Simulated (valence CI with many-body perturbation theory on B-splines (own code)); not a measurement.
Xe XXII in brief

Calculated by relativistic CI+MBPT: five valence electrons over a frozen Dirac-Fock core [Ar] 3d10, a basis of 9 s, 9 p, 8 d, 6 f, 3 g, 1 h functions for each j, with the one-electron correlation potential Σ1, the two-electron term Σ2, the three-electron term Σ3, Breit, model QED; selected CI, second order for the rest (own B-spline code, finite nucleus).

No measured spectrum was set against this ion. As an estimate, levels hold to about 250 cm⁻¹ or 0.2 % of their energy and the worst to 1 %, as in measured heavy ions of charge 2 to 7; those with d or f electrons hold less well. Among the levels kept, up to 280 cm⁻¹ of a level comes from second order outside the variational space, and about a tenth of that is noise between levels of different J, which matters for small intervals.

Levels are named by their leading jj configuration (3d3/2^4 stands for four electrons in 3d with j = 3/2), which in mixed levels can hold well under half, so a name can repeat and another be missing.

Rates and lifetimes use the calculated energies. Strong lines usually hold to 10 to 20 %, long lifetimes can be off by a factor of two.

(1) What is the ground level?

(2) Among levels below 1219300 cm⁻¹, which E1 lines absorb most strongly from the ground level?

(3) Name the longest-lived excited levels whose lifetime is computed, and their main decay.

(4) What is the ionisation energy?

(5) What are the static dipole polarisabilities of the lowest levels?

## Answers

(1) (4s^2 4p1/2^2 4p3/2) J=3/2, composition 41 % 4s2.4p3 4S° + 37 % 4s2.4p3 2P° + 20 % 4s2.4p3 2D°, g = 1.498.

(2) to (4s^2 4p1/2 4p3/2 4d3/2) J=5/2 at 11.28 nm, f = 0.720; to (4s^2 4p1/2 4p3/2 4d3/2) J=3/2 at 11.19 nm, f = 0.464; to (4s^2 4p1/2 4p3/2 4d5/2) J=5/2 at 10.71 nm, f = 0.307.

(3) (4s^2 4p1/2 4p3/2^2) J=5/2 at 133020 cm⁻¹ lives 179 μs, mostly by M1 to (4s^2 4p1/2^2 4p3/2) J=3/2; (4s^2 4p1/2 4p3/2^2) J=3/2 at 107940 cm⁻¹ lives 36.4 μs, mostly by M1 to (4s^2 4p1/2^2 4p3/2) J=3/2; (4s^2 4p1/2 4p3/2^2) J=1/2 at 166240 cm⁻¹ lives 31.6 μs, mostly by M1 to (4s^2 4p1/2^2 4p3/2) J=3/2. The lifetime of (4s^2 4p1/2 4p3/2 4d5/2) J=9/2 is too uncertain to give, and may be longer.

(4) 651.62 eV; NIST lists 650 ± 4 eV (theoretical).

(5) (4s^2 4p1/2^2 4p3/2) J=3/2 0.212 (tensor 0.011); (4s^2 4p1/2 4p3/2^2) J=3/2 0.223 (tensor 0.0061); (4s^2 4p1/2 4p3/2^2) J=5/2 0.222; (4s^2 4p1/2 4p3/2^2) J=1/2 0.221 bohr³, of which the core gives 0.0116.
